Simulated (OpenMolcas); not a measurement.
Ag⁷⁺: effect of the IPEA shift

* Program: OpenMolcas 26.06
* Basis: ANO-RCC-VTZP [7s6p4d2f1g]
* Scalar Hamiltonian: DKH2, point nucleus
* Active space: 4 electrons in 10 orbitals (4d 5d)
* State averaging: 2S+1 = 5 even, 5 roots; 2S+1 = 3 even, 45 roots; 2S+1 = 1 even, 49 roots
* Spin-orbit coupling: RASSI with atomic mean-field integrals over the reference wave functions, term energies averaged over their components

Methods on the same reference wave functions:
A. CASSCF
B. MS-CASPT2, IPEA 0 Eh, imaginary shift 0.1 Eh (closed shells correlated: 4s 4p)
C. MS-CASPT2, IPEA 0.25 Eh, imaginary shift 0.1 Eh (closed shells correlated: 4s 4p)

Energies in cm⁻¹ above 4d⁴ ⁵D₀, the measured ground level; measured values from Atoms 5, 11 (2017), spectra Ag VII to Ag IX.

```
            Level      A      B      C  Measured
          4d⁴ ⁵D₀    0.0    0.0    0.0       0.0
          4d⁴ ⁵D₁   1152   1262   1248      1340
          4d⁴ ⁵D₂   2910   3080   3060      3212
          4d⁴ ⁵D₃   4955   5120   5100      5292
          4d⁴ ⁵D₄   7151   7270   7250      7443
       4d⁴ ³P₀(1)  24692  21410  21800     21309
   4d⁴ ³H₄ [69 %]  25881  23980  24270     23302
          4d⁴ ³H₅  28493  26850  27130     26250
       4d⁴ ³P₁(1)  29655  26440  26860     26526
          4d⁴ ³H₆  30321  28830  29100     28185
       4d⁴ ³F₂(1)  31444  28330  28740     28051
4d⁴ ³F₄(1) [55 %]  32533  29860  30240          
       4d⁴ ³P₂(1)  35794  32210  32670     32134
4d⁴ ³F₃(1) [51 %]  36360  33250  33660          
   4d⁴ ³G₄ [61 %]  36595  33400  33770     32698
          4d⁴ ³G₅  38476  35690  36020     35077
          4d⁴ ¹I₆  42914  40950  41130     39744
          4d⁴ ³D₃  43090  37760  38240     36879
   4d⁴ ³D₂ [70 %]  43884  39010  39420     38402
          4d⁴ ³D₁  45091  39840  40310     39191
4d⁴ ¹G₄(1) [73 %]  47467  43860  44190     43104
          4d⁴ ¹S₀  52176  45710  46290          
       4d⁴ ¹D₂(1)  54457  49910  50170          
          4d⁴ ¹F₃  59650  53600  53970     52004
```

Deviations, from unrounded energies. A percentage is the sum of absolute deviations over the sum of measured energies, with the sign that they share, or ± where signs differ.

```
                        Against measurement  Levels      A     B     C
             mean absolute deviation (cm-1)      19   3200   530   810
      fine structure of the ground term (%)       4   -6.5  -3.2  -3.6
other terms of the ground configuration (%)      15  +12.0  ±1.9  +2.9
```

B lies closest to measurement on these levels and A furthest from it. The largest miss of B in the table is 4d⁴ ¹F₃, by +1600 cm-1. The ranking rests on the paired levels alone, and a cruder setting can come out closer through cancelling errors.

Between B and C the level of the table that moves most is 4d⁴ ¹S₀, by 580 cm-1 (lowest in B, highest in C). Moves below CASPT2's spread within the term are not significant.

The mean deviations of B to C differ by less than CASPT2's widest spread within a term (1000 cm-1), so their order carries little weight.

From A to B the spin-free energies of the other terms of 4d⁴ shown, above ⁵D, scale by factors of 0.85 to 0.94, as is usual when dynamic correlation screens the repulsion within a d or f shell.

The lowest spin-free term lies below A's lowest term by 0.295 hartree in B, 0.289 hartree in C.

CASPT2 breaks the degeneracy within a term, and the mean is taken; among the terms shown or strongly mixed into the levels shown the widest spread is 1000 cm-1 (4d⁴ ¹I, C). Active for correlation alone: 5d; no level in the range computed is led by a configuration that fills it, so any true level of that kind is missing. Without dynamic correlation excited terms often stand tens of per cent too high (terms of higher spin than the ground term too low), and those without a measured partner can miss by more than the paired ones (holds for A). The CASPT2 spread within a term exceeds the gap to the next term for 4d⁴ ³D and 4d⁴ ¹I, 4d⁴ ¹I and 4d⁴ ¹G(1), so the order of their levels is uncertain (holds for C). Computed and measured levels are paired by configuration, term and J; levels that our copy of the source lacks, or whose pairing is in doubt (as where it misses far off the trend of its configuration), stay unpaired and out of the deviations. Only configurations of the active space appear. Levels that lie high or do not pair safely by name in every column are left out.

A share in square brackets marks a mixed level and gives the weight of the term that names it, the lowest over the columns. A number in round brackets counts repeated terms of one configuration in the order of the reference energies.
